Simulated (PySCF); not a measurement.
Two species compared at the same levels of theory.

First species: C3H13FOSi4.
SMILES: `CC(C)O[Si@@H]1[SiH2][SiH2][Si@@H]1F`

Second species: C₃H₇N₃SSi.
Bonds: C1–S2, S2–C3, C3–C4 (aromatic), C4–N5 (aromatic), N5–N6 (aromatic), N6–N7 (aromatic), N7–Si8, C3–N7 (aromatic). Hydrogens: H9, H10, H11 on C1; H12 on C4; H13, H14, H15 on Si8.

Levels: PBE0/pcSseg-1 for dipole moment, HOMO energy, LUMO energy and HOMO–LUMO gap; GFN2-xTB for rotational constant A and rotational constant C. Geometries: GFN2-xTB. All species are isolated and taken at one optimised geometry, non-relativistic unless stated. Electronic properties by PySCF.

The conformers computed, where there is a choice (atom-mapped SMILES and torsion angles):
- `[CH3:1][CH:2]([CH3:3])[O:4][Si@@H:5]1[SiH2:6][SiH2:7][Si@@H:8]1[F:9]`: C1–C2–O4–Si5 -142°, C2–O4–Si5–Si6 40°
- `[CH3:1][S:2][c:3]1[cH:4][n:5][n:6][n:7]1[SiH3:8]`: C1–S2–C3–C4 0°

Values for the first species:

```
Dipole moment         : 1.21 D
HOMO energy           : -7.11 eV
LUMO energy           : -2.34 eV
HOMO–LUMO gap         : 4.77 eV
Rotational constant A : 1.102 GHz
Rotational constant C : 0.475 GHz
```

(1) Estimate the same properties for the second species, and the change in each.

Answers

(1) 
| property | first | second | second less first |
| --- | --- | --- | --- |
| dipole moment | 1.21 D | 4.26 D | +3.05 D |
| HOMO energy | -7.11 eV | -6.55 eV | +0.56 eV |
| LUMO energy | -2.34 eV | -0.33 eV | +2.01 eV |
| HOMO–LUMO gap | 4.77 eV | 6.22 eV | +1.45 eV |
| rotational constant A | 1.102 GHz | 2.137 GHz | +1.035 GHz |
| rotational constant C | 0.475 GHz | 0.803 GHz | +0.328 GHz |

On the first: The dipole matches unit charges of opposite sign 0.25 Å apart (1 e·Å = 4.8032 D). A dipole of 1.21 D is allowed in C1, and pure rotational transitions are dipole-allowed.

On the second: The dipole matches unit charges of opposite sign 0.89 Å apart (1 e·Å = 4.8032 D).
